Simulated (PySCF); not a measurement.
# A run, input to output

The script drives PySCF SCF with an in-house response code with single-precision fitted integrals, so total energies wander by about 1e-6 Eh between cycles (the fitting error itself is about 1e-3 Eh and cancels in differences); atoms count from 0. Kgrid is the grid level of the response kernel; vcut the energy (Eh) above which virtual orbitals leave the response; delta the states run by ΔSCF (the anion only where the lumo is low enough to bind); pop asks for populations, which are stored and not printed; grid is the SCF grid level (2 if not given).

The basis has no diffuse functions, so the polarisability comes out too low.

Job and coordinates (Å):

```
{"job": {"kind": "uv", "basis": "6-31G*", "grid": 1, "kgrid": 0, "vcut": null, "nstates": 5, "ntriplets": 2, "tda": false, "delta": ["ip_vertical"], "pop": false, "xc": "PBE"}, "charge": 1, "multiplicity": 1}
C      5.886535     1.183902    -0.268520
N      4.832491     0.202763    -0.221904
C      5.249319    -1.179985    -0.209177
C      3.557213     0.547703    -0.210546
C      2.470944    -0.304581    -0.228188
C      1.169428     0.183391    -0.184615
C      0.036747    -0.604964    -0.214483
C     -1.254030    -0.083692    -0.152908
S     -1.560235     1.619828     0.033213
C     -3.281595     1.329511     0.074650
C     -4.291067     2.262688     0.233751
C     -5.595004     1.805882     0.275648
C     -5.873792     0.448145     0.157504
C     -4.866554    -0.482579    -0.012378
C     -3.548989    -0.038300    -0.059087
N     -2.400323    -0.794571    -0.212553
C     -2.446076    -2.221399    -0.425059
H      6.528322     0.999645    -1.132482
H      5.476745     2.188170    -0.346163
H      6.498260     1.122860     0.634508
H      6.317381    -1.231755    -0.015935
H      4.726610    -1.728116     0.574249
H      5.044400    -1.658692    -1.168853
H      3.362358     1.612719    -0.187213
H      2.614409    -1.372150    -0.287033
H      1.036000     1.256574    -0.121392
H      0.159930    -1.675252    -0.273925
H     -4.058903     3.311246     0.325974
H     -6.401953     2.508248     0.409865
H     -6.896971     0.111546     0.204152
H     -5.109025    -1.529384    -0.090236
H     -1.612812    -2.536929    -1.049264
H     -2.407668    -2.759703     0.524768
H     -3.370164    -2.475017    -0.940268
```

Command:

```bash
OMP_NUM_THREADS=1 python large_run.py task.json out
```

**Question.** What does the program print?

**Answer.** 
```
start: PBE on a coarse grid of 28173 points
cycle   1  E = -1050.2014377159  dE =  2.785e+00  |g| = 7.940e-01  |ddm| = 6.202e+00
cycle   2  E = -1049.6249837178  dE =  5.765e-01  |g| = 1.634e+00  |ddm| = 2.599e+00
cycle   3  E = -1050.3014573403  dE = -6.765e-01  |g| = 4.831e-01  |ddm| = 2.206e+00
cycle   4  E = -1050.3635982566  dE = -6.214e-02  |g| = 1.957e-01  |ddm| = 8.320e-01
cycle   5  E = -1050.3722702842  dE = -8.672e-03  |g| = 1.051e-01  |ddm| = 3.691e-01
cycle   6  E = -1050.3748767877  dE = -2.607e-03  |g| = 4.874e-02  |ddm| = 1.772e-01
cycle   7  E = -1050.3755752321  dE = -6.984e-04  |g| = 1.041e-02  |ddm| = 7.019e-02
cycle   8  E = -1050.3756005635  dE = -2.533e-05  |g| = 4.639e-03  |ddm| = 1.479e-02
final grid: 121250 points
cycle   9  E = -1050.1664614634  dE = -3.967e-05  |g| = 2.533e-02  |ddm| = 8.687e-02
cycle  10  E = -1050.1660564277  dE =  4.050e-04  |g| = 4.460e-02  |ddm| = 8.461e-02
cycle  11  E = -1050.1666235310  dE = -5.671e-04  |g| = 8.001e-03  |ddm| = 6.280e-02
cycle  12  E = -1050.1666395811  dE = -1.605e-05  |g| = 3.156e-03  |ddm| = 1.294e-02
cycle  13  E = -1050.1666429705  dE = -3.389e-06  |g| = 9.873e-04  |ddm| = 5.013e-03
cycle  14  E = -1050.1666423994  dE =  5.711e-07  |g| = 3.230e-04  |ddm| = 1.647e-03
cycle  15  E = -1050.1666443032  dE = -1.904e-06  |g| = 7.971e-05  |ddm| = 5.375e-04
converged SCF energy = -1050.1666443032
Vertical ionisation energy (delta-SCF) = 9.7787 eV   <S^2> = 0.758

Static polarisability (au): isotropic 256.780, principal 77.576 171.935 520.828

Singlet excitations
state   eV       nm        f      main configurations
  1   3.0266    409.6   1.05277   H->L 0.88
  2   3.2743    378.7   0.15379   H-1->L 0.90
  3   3.8706    320.3   0.14623   H-2->L 0.64, H->L+1 0.17, H->L+3 0.14
  4   4.0524    306.0   0.00098   H->L+2 0.87, H->L+1 0.10
  5   4.0742    304.3   0.00499   H->L+1 0.65, H->L+2 0.12, H->L+3 0.08

Triplet excitations (Tamm-Dancoff, eV): 1.8186 2.9801
```

**Question.** Roughly how long does this take on 1 thread of Arm Neoverse N1 (shared host), and how large is the basis?

**Answer.** About 42 s of wall time, peak memory 0.54 GiB; 276 basis functions and 1022 fitting functions.
